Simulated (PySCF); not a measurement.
## Radial density of Si²⁺ (silicon, charge +2)

UHF, [Ne] 3s2, closed-shell 1S. Calculation: PySCF 2.14, in aug-cc-pwCVQZ; the non-relativistic Hamiltonian (point nucleus).

```tsv
r (bohr)	4πr²ρ (e/bohr)
0.00179	0.06763
0.00301	0.1850
0.00506	0.4941
0.00851	1.270
0.0143	3.054
0.0241	6.582
0.0405	11.81
0.0682	15.72
0.115	13.49
0.193	9.559
0.324	13.21
0.546	12.18
0.918	3.509
1.54	1.346
2.60	0.6087
4.37	0.02525
7.34	3.138e-05
```
